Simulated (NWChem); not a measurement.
Program: NWChem. System: Br2, charge 2, spin multiplicity 3, at the geometry of a parent with another charge or spin, in a state set for the comparison that need not be this species' ground state. Its SCF solution wasn't tested for a lower state. Level: UBP86/def2-TZVPD.

The NWChem input:

```
start mol
memory heap 200 mb stack 800 mb global 1000 mb
charge 2
geometry units angstroms nocenter noautoz
  Br     0.000000     0.000000     1.119190
  Br     0.000000     0.000000    -1.119190
  symmetry group D2h
end
basis spherical
  * library def2-tzvpd
end
dft
  xc becke88 perdew86
  odft
  mult 3
  semidirect memsize 60000000 filesize 0
  iterations 100
end
task dft energy
```

Output (cleaned and shortened):

```
             Northwest Computational Chemistry Package (NWChem) 7.3.0
             --------------------------------------------------------

                                NWChem Input Module
                                -------------------

 Scaling coordinates for geometry "geometry" by  1.889725989
 (inverse scale =  0.529177249)

 Turning off AUTOSYM since
 SYMMETRY directive was detected!

                             Geometry "geometry" -> ""
                             -------------------------

 Output coordinates in angstroms (scale by  1.889725989 to convert to a.u.)

  No.       Tag          Charge          X              Y              Z
 ---- ---------------- ---------- -------------- -------------- --------------
    1 Br                  35.0000     0.00000000     0.00000000     1.11919000
    2 Br                  35.0000     0.00000000     0.00000000    -1.11919000

 Effective nuclear repulsion energy (a.u.)     289.6032532567

            Nuclear Dipole moment (a.u.)
            ----------------------------
        X                 Y               Z
 ---------------- ---------------- ----------------
     0.0000000000     0.0000000000     0.0000000000

      Symmetry information
      --------------------

 Group name             D2h
 Group number             26
 Group order               8
 No. of unique centers     1

      Symmetry unique atoms

     1


 Summary of "ao basis" -> "" (spherical)
 ------------------------------------------------------------------------------
       Tag                 Description            Shells   Functions and Types
 ---------------- ------------------------------  ------  ---------------------
 *                         def2-tzvpd                 on all atoms

  perdew86 is a nonlocal functional; adding perdew81 local functional.

                                 NWChem DFT Module
                                 -----------------

 Summary of "ao basis" -> "ao basis" (spherical)
 ------------------------------------------------------------------------------
       Tag                 Description            Shells   Functions and Types
 ---------------- ------------------------------  ------  ---------------------
 Br                        def2-tzvpd               19       57   7s6p5d1f

 Summary of "ao basis" -> "ao basis" (spherical)
 ------------------------------------------------------------------------------
       Tag                 Description            Shells   Functions and Types
 ---------------- ------------------------------  ------  ---------------------
 Br                        def2-tzvpd               19       57   7s6p5d1f

      Symmetry analysis of basis
      --------------------------

        ag         25
        au          6
        b1g         6
        b1u        25
        b2g        13
        b2u        13
        b3g        13
        b3u        13

            General Information
            -------------------
          SCF calculation type: DFT
          Wavefunction type:  spin polarized.
          No. of atoms     :     2
          No. of electrons :    68
           Alpha electrons :    35
            Beta electrons :    33
          Charge           :     2
          Spin multiplicity:     3
          Use of symmetry is: on ; symmetry adaption is: on
          Maximum number of iterations: 100
          AO basis - number of functions:   114
                     number of shells:    38
          Convergence on energy requested:  1.00D-06
[...]
    12     -0.267369  1 Br py                69     -0.267369  2 Br py
    15      0.250219  1 Br py                72      0.250219  2 Br py
    21      0.115680  1 Br py                78      0.115680  2 Br py
     9      0.081389  1 Br py                66      0.081389  2 Br py

 Vector   34  Occ=0.000000D+00  E=-7.839593D-01  Symmetry=b2g
              MO Center= -6.4D-19,  6.4D-31,  2.2D-17, r^2= 2.6D+00
   Bfn.  Coefficient  Atom+Function         Bfn.  Coefficient  Atom+Function
  ----- ------------  ---------------      ----- ------------  ---------------
    17      0.437890  1 Br px                74     -0.437890  2 Br px
    11     -0.294545  1 Br px                68      0.294545  2 Br px
    14      0.288873  1 Br px                71     -0.288873  2 Br px
    20      0.160669  1 Br px                77     -0.160669  2 Br px
     8      0.089282  1 Br px                65     -0.089282  2 Br px

 Vector   35  Occ=0.000000D+00  E=-7.839593D-01  Symmetry=b3g
              MO Center= -3.0D-32, -6.5D-19,  1.1D-16, r^2= 2.6D+00
   Bfn.  Coefficient  Atom+Function         Bfn.  Coefficient  Atom+Function
  ----- ------------  ---------------      ----- ------------  ---------------
    18      0.437890  1 Br py                75     -0.437890  2 Br py
    12     -0.294545  1 Br py                69      0.294545  2 Br py
    15      0.288873  1 Br py                72     -0.288873  2 Br py
    21      0.160669  1 Br py                78     -0.160669  2 Br py
     9      0.089282  1 Br py                66     -0.089282  2 Br py

 Vector   36  Occ=0.000000D+00  E=-6.926950D-01  Symmetry=b1u
              MO Center= -3.2D-16, -3.3D-16,  9.3D-17, r^2= 2.8D+00
   Bfn.  Coefficient  Atom+Function         Bfn.  Coefficient  Atom+Function
  ----- ------------  ---------------      ----- ------------  ---------------
    19      0.482049  1 Br pz                76      0.482049  2 Br pz
    16      0.311935  1 Br pz                73      0.311935  2 Br pz
    13     -0.307607  1 Br pz                70     -0.307607  2 Br pz
    22      0.233895  1 Br pz                79      0.233895  2 Br pz
     5     -0.169811  1 Br s                 62      0.169811  2 Br s

   alpha - beta orbital overlaps
   -----------------------------

   alpha      1      2      3      4      5      6      7      8      9     10
    beta      1      2      3      4      5      6      7      8      9     10
 overlap   1.000  1.000  1.000  1.000  1.000  1.000  1.000  1.000  1.000  1.000

   alpha     11     12     13     14     15     16     17     18     19     20
    beta     11     12     13     14     16     15     18     17     19     20
 overlap   1.000  1.000  1.000  1.000  1.000  1.000  1.000  1.000  1.000  1.000

   alpha     21     22     23     24     25     26     27     28     29     30
    beta     22     21     23     24     25     26     27     28     29     30
 overlap   1.000  1.000  1.000  1.000  1.000  1.000  1.000  1.000  0.999  1.000

   alpha     31     32     33     34     35     36     37     38     39     40
    beta     31     32     33     35     34     36     37     38     39     40
 overlap   1.000  1.000  1.000  1.000  1.000  1.000  0.999  1.000  1.000  0.999

   alpha     41     42     43     44     45     46     47     48     49     50
    beta     41     42     43     45     44     47     46     49     48     50
 overlap   0.999  0.999  0.998  1.000  1.000  0.998  0.998  0.998  0.998  0.998

   alpha     51     52     53     54     55     56     57     58     59     60
    beta     51     52     53     54     56     55     57     60     61     59
 overlap   0.999  0.997  0.997  1.000  0.996  0.996  1.000  0.999  0.999  0.996

   alpha     61     62     63     64     65     66     67     68     69     70
    beta     58     62     64     63     66     65     67     68     69     70
 overlap   0.996  0.999  0.999  0.999  0.998  0.998  0.999  0.999  0.998  0.998

   alpha     71     72     73     74     75     76     77     78     79     80
    beta     71     72     73     74     75     76     77     79     78     82
 overlap   1.000  1.000  1.000  1.000  1.000  1.000  1.000  1.000  1.000  1.000

   alpha     81     82     83     84     85     86     87     88     89     90
    beta     83     80     81     85     84     86     87     88     89     90
 overlap   1.000  1.000  1.000  1.000  1.000  1.000  1.000  1.000  1.000  1.000

   alpha     91     92     93     94     95     96     97     98     99    100
    beta     92     91     94     93     95     96     97     98     99    100
 overlap   1.000  1.000  1.000  1.000  0.999  1.000  1.000  1.000  0.999  1.000

   alpha    101    102    103    104    105    106    107    108    109    110
    beta    101    102    103    104    105    106    107    109    108    110
 overlap   1.000  1.000  1.000  1.000  1.000  1.000  1.000  1.000  1.000  1.000

   alpha    111    112    113    114
    beta    111    112    113    114
 overlap   1.000  1.000  1.000  1.000

     --------------------------
     Expectation value of S2:
     --------------------------
      <S2> =      2.0024 (Exact =     2.0000)

 center of mass
 --------------
 x =   0.00000000 y =   0.00000000 z =   0.00000000

 moments of inertia (a.u.)
 ------------------
         714.943570245744           0.000000000000           0.000000000000
           0.000000000000         714.943570245744           0.000000000000
           0.000000000000           0.000000000000           0.000000000000

     Multipole analysis of the density
     ---------------------------------

     L   x y z        total         alpha         beta         nuclear
     -   - - -        -----         -----         ----         -------
     0   0 0 0      2.000000    -35.000000    -33.000000     70.000000

     1   1 0 0     -0.000000     -0.000000     -0.000000      0.000000
     1   0 1 0     -0.000000     -0.000000     -0.000000      0.000000
     1   0 0 1      0.000000      0.000000      0.000000      0.000000

     2   2 0 0    -21.145346    -12.240180     -8.905166      0.000000
     2   1 1 0      0.000000      0.000000     -0.000000      0.000000
     2   1 0 1      0.000000      0.000000      0.000000      0.000000
     2   0 2 0    -21.145346    -12.240180     -8.905166      0.000000
     2   0 1 1      0.000000      0.000000      0.000000      0.000000
     2   0 0 2     -7.135888   -166.057723   -154.192791    313.114625

 Task  times  cpu:       10.0s     wall:       10.0s

 Total times  cpu:       10.0s     wall:       10.0s
```
